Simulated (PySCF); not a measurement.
# Electronic structure of Fe (iron, neutral) at the revPBE level

Configuration: [Ar] 3d5 4s2 4p1, high-spin 7P determinant (an excited configuration). Computed with PySCF 2.14 in x2c-QZVPPall with one added diffuse shell each of s, p, d, f, g type (12s8p6d5f3g, 128 functions), with the spin-free X2C one-electron Hamiltonian (Gaussian nucleus).

```json
{"Total energy": "-1272.341 hartree", "One-electron energy": "-1748.853 hartree", "Hartree (Coulomb) energy": "532.373 hartree", "Exchange-correlation energy": "-55.861 hartree", "⟨S²⟩": "12.0090", "⟨L²⟩": "2.029", "Sum of ⟨r⟩": "22.99 bohr", "Sum of ⟨r²⟩": "46.91 bohr²", "Traceless quadrupole moment −½Σ⟨3z² − r²⟩ along its main axis": "-6.13 e·bohr²", "Langevin diamagnetic susceptibility": "-37.2 ×10⁻⁶ cm³/mol"}
```

```tsv
shell	electrons	mean orbital energy (hartree)	spread (hartree)	rms radius, mean of both spins (bohr)
1s α	1	-257.26662	0	0.0675
1s β	1	-257.26610	0	0.0675
2s α	1	-30.43471	0	0.290
2s β	1	-30.34146	0	0.290
2p α	3	-25.95961	0.00150	0.261
2p β	3	-25.88904	0.00280	0.261
3s α	1	-3.80381	0	0.865
3s β	1	-3.58748	0	0.865
3p α	3	-2.54536	0.00727	0.922
3p β	3	-2.33281	0.01087	0.922
3d α	5	-0.58124	0.00816	1.15
4s α	1	-0.29103	0	2.97
4s β	1	-0.23266	0	2.97
4p α	1	-0.11077	0	3.93
```

Densities and radii are taken from the X2C orbitals without a picture-change correction, which distorts them close to the nucleus.
